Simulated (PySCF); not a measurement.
CH₃IOTe, SMILES CO[Te]I. Atoms are numbered in the order given.

```xyz
7

Te     0.5167    -0.6882     0.8641
I     -1.1079     1.0828    -0.4808
O      2.0085    -0.8535    -0.4543
C      1.7683    -1.5788    -1.6468
H      1.0451    -1.0592    -2.3018
H      2.7333    -1.6422    -2.1756
H      1.3964    -2.6019    -1.4566
```
Charge 0, spin multiplicity 1.

Geometry: B3LYP-D3(BJ)/def2-SVP. This is a generated structure with no PubChem entry under its InChIKey; it may be hypothetical. The def2 effective core potentials stand for the cores of I, Te; spin–orbit coupling is left out. Other conformers were not sampled.

Method: PySCF with B3LYP-D3(BJ)/def2-SVP.

Frequencies are harmonic and unscaled.

```tsv
mode	ν (cm⁻¹)	IR (km/mol)	Raman (Å⁴/amu)	depolarisation	moving atoms (share of kinetic energy)
1	69	1.3	4.5	0.65	C 50 %, H 21 %, I 15 %, Te 11 %
2	124	1.3	0.9	0.58	H 68 %, O 26 %
3	187	1.7	9.2	0.23	I 41 %, Te 31 %, H 15 %, O 12 %
4	210	17.9	2.6	0.43	O 41 %, H 28 %, Te 21 %, I 9 %
5	286	2.8	3.8	0.19	C 40 %, O 25 %, H 23 %, Te 12 %
6	548	43.3	23.8	0.26	O 76 %, Te 11 %
7	1064	125.2	13.7	0.36	O 50 %, C 46 %
8	1164	2.1	4.1	0.74	H 77 %, C 19 %
9	1175	6.1	2.3	0.28	H 73 %, C 20 %
10	1449	9.4	12.6	0.68	H 92 %
11	1455	16.4	15.9	0.74	H 93 %
12	1476	17.2	14.7	0.75	H 95 %
13	2990	61.7	168.5	0.05	H 98 %
14	3067	30.4	49.0	0.66	H 90 %, C 10 %
15	3102	14.8	213.4	0.49	H 90 %, C 10 %
```
